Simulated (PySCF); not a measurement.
FeCl₂, SMILES [Cl][Fe][Cl] (connectivity only; charge and spin as stated), neutral, multiplicity 5.

The structure is a stationary point at B3LYP-D3(BJ)/def2-TZVP. The multiplicity is an assumed one; other spin states were not compared. The isomer is the one that the SMILES or the coordinates give; other isomers of the formula were not compared.

Two levels are set side by side: PBE/def2-TZVPD (PySCF) and ωB97X/def2-TZVPD (PySCF). Same geometry, gas phase. Differences are taken from unrounded values.

```json
[
 {"quantity": "α-spin orbital gap (eV)", "ωB97X": "12.01", "PBE": "5.37", "PBE minus ωB97X": "-6.63"},
 {"quantity": "β-spin orbital gap (eV)", "ωB97X": "9.25", "PBE": "0.51", "PBE minus ωB97X": "-8.74"},
 {"quantity": "mean polarisability (bohr³)", "ωB97X": "53.8", "PBE": "62.5", "PBE minus ωB97X": "8.7"}
]
```

Loosely held outer electrons make PBE densities more polarisable. Differences between two approximate levels are no errors against the true value.

Rough cost on one machine, each run with all the roots and properties that it gave: ωB97X against PBE within a factor of 2.
